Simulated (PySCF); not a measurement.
**Dipole response of Zn⁺ (zinc, charge +1)**

[Ar] 3d9 4s2, 2D determinant (an excited configuration). Computed with PySCF 2.14 in aug-cc-pwCVTZ-PP with ECP10MDF (8s8p7d4f3g, 122 functions), with a scalar-relativistic core potential. Coupled (time-dependent) response in atomic units; α is the mean over directions.

```
method  mean α (bohr³)         α xx, yy, zz  C₆ (like pair)  S(−4)
  PBE0           20.08  20.31, 20.31, 19.61           106.5  196.6
```

S(−4) is the Cauchy moment in α(ω) = α(0) + S(−4) ω² + …

α(iu) at PBE0:

```json
{"u (hartree)": "0", "α(iu) (bohr³)": "20.08"}
{"u (hartree)": "0.0500", "α(iu) (bohr³)": "19.60"}
{"u (hartree)": "0.100", "α(iu) (bohr³)": "18.30"}
{"u (hartree)": "0.200", "α(iu) (bohr³)": "14.57"}
{"u (hartree)": "0.300", "α(iu) (bohr³)": "11.05"}
{"u (hartree)": "0.500", "α(iu) (bohr³)": "6.600"}
{"u (hartree)": "0.750", "α(iu) (bohr³)": "4.041"}
{"u (hartree)": "1.00", "α(iu) (bohr³)": "2.825"}
{"u (hartree)": "1.50", "α(iu) (bohr³)": "1.723"}
{"u (hartree)": "2.00", "α(iu) (bohr³)": "1.220"}
{"u (hartree)": "3.00", "α(iu) (bohr³)": "0.7416"}
{"u (hartree)": "5.00", "α(iu) (bohr³)": "0.3766"}
```

For an ion, C₆ is the dispersion term alone; charge-induced terms of lower order in 1/R come first.

The components differ because the open shell of this determinant is not spherical; for a pure term their mean is the scalar polarisability.

Energies and moments cover only the electrons outside the core potential.
